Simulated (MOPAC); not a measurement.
MOPAC input (PM3):

```
PM3 PRECISE GNORM=0.05 LET XYZ CHARGE=-1 GEO-OK AUX(PRECISION=9) THREADS=1
CH5BNO2

C     1.93268500 1    0.37568400 1   -0.26798100 1
N     0.60727100 1    0.82963300 1    0.00873100 1
B    -0.44403800 1   -0.03601400 1    0.06813800 1
O    -0.42921500 1   -1.45718000 1   -0.11989700 1
O    -1.78034100 1    0.42726500 1    0.34785400 1
H     2.65036700 1    0.62382100 1    0.54220500 1
H     2.03549100 1   -0.71764800 1   -0.42763400 1
H     2.36893500 1    0.84787700 1   -1.17338700 1
H    -1.33015700 1   -1.77462100 1   -0.01356000 1
H    -1.67500900 1    1.37842600 1    0.45479600 1
```

Output:

```
 *******************************************************************************
 **                                                                           **
 **                              MOPAC v23.2.5                                **
 **                                                                           **
 *******************************************************************************
 ** MOPAC's Digital Object Identifier: https://doi.org/10.5281/zenodo.6511958 **
 **                                                                           **
 ** Please cite the open-source release paper for use of this MOPAC version:  **
 ** J. E. Moussa and J. J. P. Stewart (2026)                                  **
 ** MOPAC: An open-source semiempirical molecular orbital program             **
 ** J. Open Source Softw., 11(119), 8025, https://doi.org/10.21105/joss.08025 **
 *******************************************************************************

                              PM3 CALCULATION RESULTS

 *******************************************************************************
 *  PM3        - The PM3 Hamiltonian to be used
 *  GEO-OK     - OVERRIDE INTERATOMIC DISTANCE AND OTHER SAFETY CHECKS
 *
 *
 *
 *                 CHARGE ON SYSTEM = -1
 *
 *
 *
 *  LET        - OVERRIDE SOME SAFETY CHECKS
 *  PRECISE    - TIGHTER CRITERIA TO BE USED
 *  XYZ        - CARTESIAN COORDINATE SYSTEM TO BE USED
 *  GNORM      - EXIT WHEN GRADIENT NORM DROPS BELOW 0.050
 *  AUX        - OUTPUT AUXILIARY INFORMATION
 *******************************************************************************
PM3 PRECISE GNORM=0.05 LET XYZ CHARGE=-1 GEO-OK AUX(PRECISION=9) THREADS=1
 CH5BNO2

   ATOM   CHEMICAL          X               Y               Z
  NUMBER   SYMBOL      (ANGSTROMS)     (ANGSTROMS)     (ANGSTROMS)

     1       C          1.93268500  *   0.37568400  *  -0.26798100  *
     2       N          0.60727100  *   0.82963300  *   0.00873100  *
     3       B         -0.44403800  *  -0.03601400  *   0.06813800  *
     4       O         -0.42921500  *  -1.45718000  *  -0.11989700  *
     5       O         -1.78034100  *   0.42726500  *   0.34785400  *
     6       H          2.65036700  *   0.62382100  *   0.54220500  *
     7       H          2.03549100  *  -0.71764800  *  -0.42763400  *
     8       H          2.36893500  *   0.84787700  *  -1.17338700  *
     9       H         -1.33015700  *  -1.77462100  *  -0.01356000  *
    10       H         -1.67500900  *   1.37842600  *   0.45479600  *

          CARTESIAN COORDINATES

    NO.       ATOM           X           Y           Z

     1         C          1.9327      0.3757     -0.2680
     2         N          0.6073      0.8296      0.0087
     3         B         -0.4440     -0.0360      0.0681
     4         O         -0.4292     -1.4572     -0.1199
     5         O         -1.7803      0.4273      0.3479
     6         H          2.6504      0.6238      0.5422
     7         H          2.0355     -0.7176     -0.4276
     8         H          2.3689      0.8479     -1.1734
     9         H         -1.3302     -1.7746     -0.0136
    10         H         -1.6750      1.3784      0.4548

  H: (PM3): J. J. P. STEWART, J. COMP. CHEM. 10, 209 (1989).
  B: (PM3): J. J. P. STEWART, J. MOL. MOD., 10, 155-164 (2004)
  C: (PM3): J. J. P. STEWART, J. COMP. CHEM. 10, 209 (1989).
  N: (PM3): J. J. P. STEWART, J. COMP. CHEM. 10, 209 (1989).
  O: (PM3): J. J. P. STEWART, J. COMP. CHEM. 10, 209 (1989).

           Empirical Formula: C H5 N O2 B  =    10 atoms

      MOLECULAR POINT GROUP   :   Cs

      RHF CALCULATION, NO. OF DOUBLY OCCUPIED LEVELS = 15

          Geometry optimization using EF

          DIAGONAL MATRIX USED AS START HESSIAN

 CYCLE:     1  GRAD.:    61.142 HEAT: -180.8540
 CYCLE:     2  GRAD.:   342.881 HEAT: -158.2425
 CYCLE:     3  GRAD.:   169.426 HEAT: -173.7860
 CYCLE:     4  GRAD.:   227.116 HEAT: -170.8158
 CYCLE:     5  GRAD.:   225.640 HEAT: -172.1315
 CYCLE:     6  GRAD.:   204.731 HEAT: -169.0506
 CYCLE:     7  GRAD.:   187.203 HEAT: -170.7412
 CYCLE:     8  GRAD.:   252.949 HEAT: -168.1050
 CYCLE:     9  GRAD.:   159.389 HEAT: -175.5099
 CYCLE:    10  GRAD.:   121.306 HEAT: -176.4019
 CYCLE:    11  GRAD.:   115.343 HEAT: -177.1640
 CYCLE:    12  GRAD.:   165.493 HEAT: -172.9705
 CYCLE:    13  GRAD.:    58.095 HEAT: -181.6348
 CYCLE:    14  GRAD.:   169.153 HEAT: -172.0751
 CYCLE:    15  GRAD.:    73.735 HEAT: -180.1945
 CYCLE:    16  GRAD.:   124.756 HEAT: -175.9427
 CYCLE:    17  GRAD.:    14.434 HEAT: -182.8747
 CYCLE:    18  GRAD.:     4.751 HEAT: -182.9589
 CYCLE:    19  GRAD.:     1.833 HEAT: -182.9711
 CYCLE:    20  GRAD.:     1.519 HEAT: -182.9771
 CYCLE:    21  GRAD.:     9.881 HEAT: -182.9587
 CYCLE:    22  GRAD.:     2.441 HEAT: -182.9872
 CYCLE:    23  GRAD.:     0.980 HEAT: -182.9905
 CYCLE:    24  GRAD.:     0.591 HEAT: -182.9914
 CYCLE:    25  GRAD.:     0.272 HEAT: -182.9918
 CYCLE:    26  GRAD.:     0.122 HEAT: -182.9920
 CYCLE:    27  GRAD.:     0.066 HEAT: -182.9920
 CYCLE:    28  GRAD.:     0.061 HEAT: -182.9920
 CYCLE:    29  GRAD.:     0.080 HEAT: -182.9921
 CYCLE:    30  GRAD.:     0.053 HEAT: -182.9921
 CYCLE:    31  GRAD.:     0.013 HEAT: -182.9921

     GRADIENT =  0.01309 IS LESS THAN CUTOFF =  0.05000

 -------------------------------------------------------------------------------
 PM3 PRECISE GNORM=0.05 LET XYZ CHARGE=-1 GEO-OK AUX(PRECISION=9) THREADS=1
 CH5BNO2

     GEOMETRY OPTIMISED USING EIGENVECTOR FOLLOWING (EF).
     SCF FIELD WAS ACHIEVED

                              PM3 CALCULATION
                                                       MOPAC v23.2.5 Linux

          FINAL HEAT OF FORMATION =       -182.99210 KCAL/MOL =    -765.63896 KJ/MOL

          COSMO AREA              =        109.45 SQUARE ANGSTROMS
          COSMO VOLUME            =         92.22 CUBIC ANGSTROMS

          GRADIENT NORM           =          0.01309          =       0.00414 PER ATOM
          IONIZATION POTENTIAL    =          2.864135 EV
          HOMO LUMO ENERGIES (EV) =         -2.864  8.690
          NO. OF FILLED LEVELS    =         15
          MOLECULAR WEIGHT        =         73.8660         POINT GROUP:  Cs

          MOLECULAR DIMENSIONS (Angstroms)

            Atom       Atom       Distance
            H     9    H     6     4.73420
            H    10    H     7     3.96139
            H     9    H     8     1.72872

          SCF CALCULATIONS        =         32

   ATOM   CHEMICAL          X               Y               Z
  NUMBER   SYMBOL      (ANGSTROMS)     (ANGSTROMS)     (ANGSTROMS)

     1       C          1.98744372  *   0.37235956  *  -0.27739638  *
     2       N          0.64848579  *   0.83079251  *   0.00212141  *
     3       B         -0.43733280  *  -0.02554639  *   0.06840650  *
     4       O         -0.49244260  *  -1.44093224  *  -0.10740830  *
     5       O         -1.78084453  *   0.39769946  *   0.34408016  *
     6       H          2.65726742  *   0.65148578  *   0.55327442  *
     7       H          2.11405006  *  -0.71034872  *  -0.43956868  *
     8       H          2.37313505  *   0.87769018  *  -1.17877241  *
     9       H         -1.37419730  *  -1.76676759  *  -0.00531645  *
    10       H         -1.83134298  *   1.33172914  *   0.47434412  *

                             CARTESIAN COORDINATES

   1    C        1.987443723     0.372359561    -0.277396384
   2    N        0.648485785     0.830792512     0.002121408
   3    B       -0.437332801    -0.025546389     0.068406504
   4    O       -0.492442598    -1.440932236    -0.107408297
   5    O       -1.780844529     0.397699463     0.344080163
   6    H        2.657267417     0.651485784     0.553274421
   7    H        2.114050059    -0.710348722    -0.439568677
   8    H        2.373135054     0.877690181    -1.178772408
   9    H       -1.374197299    -1.766767593    -0.005316453
  10    H       -1.831342978     1.331729139     0.474344122

           Empirical Formula: C H5 N O2 B  =    10 atoms

      MOLECULAR POINT GROUP   :   Cs

                  EIGENVALUES
 -32.26845 -30.85557 -26.54254 -17.56243 -13.17837 -11.99154 -10.42010  -9.66750
  -8.80200  -8.36373  -7.76498  -6.71627  -6.28149  -3.44053  -2.86413   8.68965
   8.98156   9.08491   9.67883   9.81978   9.92659  10.15063  11.69097  11.98428
  13.05786

              NET ATOMIC CHARGES AND DIPOLE CONTRIBUTIONS

  ATOM NO.   TYPE          CHARGE      No. of ELECS.   s-Pop       p-Pop
    1          C           0.065869        3.9341     1.12154     2.81259
    2          N          -0.463275        5.4633     1.61811     3.84517
    3          B          -0.087339        3.0873     0.99503     2.09231
    4          O          -0.356938        6.3569     1.73815     4.61879
    5          O          -0.396994        6.3970     1.74565     4.65135
    6          H          -0.036857        1.0369     1.03686
    7          H          -0.021982        1.0220     1.02198
    8          H          -0.036857        1.0369     1.03686
    9          H           0.161280        0.8387     0.83872
   10          H           0.173093        0.8269     0.82691
 DIPOLE           X         Y         Z       TOTAL
 POINT-CHG.    -0.363    -0.496    -0.005     0.615
 HYBRID        -0.431    -0.659    -0.015     0.787
 SUM           -0.794    -1.155    -0.021     1.401

          ATOMIC ORBITAL ELECTRON POPULATIONS

     Atom    s        px        py        pz
    1  C   1.12154   0.95373   0.93194   0.92692
    2  N   1.61811   0.98883   1.37152   1.48482
    3  B   0.99503   0.72806   0.65221   0.71205
    4  O   1.73815   1.33355   1.42167   1.86357
    5  O   1.74565   1.52150   1.27012   1.85972
    6  H   1.03686
    7  H   1.02198
    8  H   1.03686
    9  H   0.83872
   10  H   0.82691

 **********************
 *                    *
 * JOB ENDED NORMALLY *
 *                    *
 **********************

 == MOPAC DONE ==
```

The dipole moment of an ion depends on the origin.

The geometry given is a B3LYP-D3(BJ)/def2-TZVP minimum.
